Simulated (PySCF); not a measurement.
C₃F₆, triplet, at a GFN2-xTB geometry (a higher spin typed on purpose: for a closed-shell molecule this is an excited state). Base run: DF-R2SCAN/pcseg-1 run with PySCF.

Here is a job for PySCF.
```python
from pyscf import gto, scf, dft

mol = gto.M(
    atom='''
F     2.241806   -0.015048   -0.672254
C     1.482565    0.212104    0.400842
F     1.636662    1.474212    0.803833
C     0.180451   -0.406710    0.491762
F    -0.019770   -1.379044    1.381178
C    -1.033028   -0.073828   -0.351571
F    -2.075112    0.305645    0.398348
F    -0.759590    0.916729   -1.196514
F    -1.443988   -1.123538   -1.075279
''',
    basis='pcseg-1',
    charge=0,
    spin=2,
    verbose=4,
)

mf = dft.UKS(mol)
mf.xc = 'r2scan'
mf = mf.density_fit(auxbasis='def2-universal-jkfit')
mf.kernel()
mf.analyze()
```

Each row names what was changed in the base input (with any setting that the change needs).

```json
[
 {"change": "base", "basis functions": "126", "E (Eh)": "-712.78736", "HOMO (eV)": "-6.48", "dipole (D)": "0.55", "core-seconds (rough)": "40"},
 {"change": "basis = STO-3G", "basis functions": "45", "E (Eh)": "-702.95189", "HOMO (eV)": "-1.41", "dipole (D)": "0.29", "core-seconds (rough)": "10"},
 {"change": "basis = 6-31G", "basis functions": "81", "E (Eh)": "?", "HOMO (eV)": "?", "dipole (D)": "?", "core-seconds (rough)": "20"},
 {"change": "basis = pcseg-0", "basis functions": "81", "E (Eh)": "?", "HOMO (eV)": "?", "dipole (D)": "?", "core-seconds (rough)": "20"},
 {"change": "basis = 3-21G", "basis functions": "81", "E (Eh)": "-709.04232", "HOMO (eV)": "-5.73", "dipole (D)": "0.55", "core-seconds (rough)": "20"},
 {"change": "basis = LANL2DZ", "basis functions": "81", "E (Eh)": "-712.94795", "HOMO (eV)": "-6.86", "dipole (D)": "0.77", "core-seconds (rough)": "20"},
 {"change": "basis = pc-1", "basis functions": "126", "E (Eh)": "-712.79059", "HOMO (eV)": "-6.48", "dipole (D)": "0.56", "core-seconds (rough)": "30"},
 {"change": "basis = 6-31G*", "basis functions": "126", "E (Eh)": "-712.92544", "HOMO (eV)": "-5.85", "dipole (D)": "0.52", "core-seconds (rough)": "30"},
 {"change": "basis = 6-31+G*", "basis functions": "162", "E (Eh)": "-712.96815", "HOMO (eV)": "-6.50", "dipole (D)": "0.62", "core-seconds (rough)": "40"},
 {"change": "basis = def2-SVPD", "basis functions": "198", "E (Eh)": "-712.44271", "HOMO (eV)": "-6.58", "dipole (D)": "0.63", "core-seconds (rough)": "50"},
 {"change": "basis = 6-311++G**", "basis functions": "198", "E (Eh)": "?", "HOMO (eV)": "?", "dipole (D)": "?", "core-seconds (rough)": "50"},
 {"change": "basis = aug-pcseg-1", "basis functions": "207", "E (Eh)": "-712.83326", "HOMO (eV)": "-6.48", "dipole (D)": "0.58", "core-seconds (rough)": "60"},
 {"change": "basis = 6-311+G(2d,p)", "basis functions": "?", "E (Eh)": "?", "HOMO (eV)": "-6.50", "dipole (D)": "?", "core-seconds (rough)": "70"}
]
```

Question: Fill in the missing entries.

Answer: 
- basis = 6-31G, E (Eh): -712.75075
- basis = 6-31G, HOMO (eV): -6.42
- basis = 6-31G, dipole (D): 0.71
- basis = pcseg-0, E (Eh): -710.83350
- basis = pcseg-0, HOMO (eV): -6.44
- basis = pcseg-0, dipole (D): 0.59
- basis = 6-311++G**, E (Eh): -713.17221
- basis = 6-311++G**, HOMO (eV): -6.59
- basis = 6-311++G**, dipole (D): 0.64
- basis = 6-311+G(2d,p), basis functions: 243
- basis = 6-311+G(2d,p), E (Eh): -713.19145
- basis = 6-311+G(2d,p), dipole (D): 0.61

Totals compare only among sets that treat the same electrons; sets with core potentials leave the core out.

Open shells are given as the SCF converged; they aren't shown to be the lowest states, and a large step between rows can be another state.
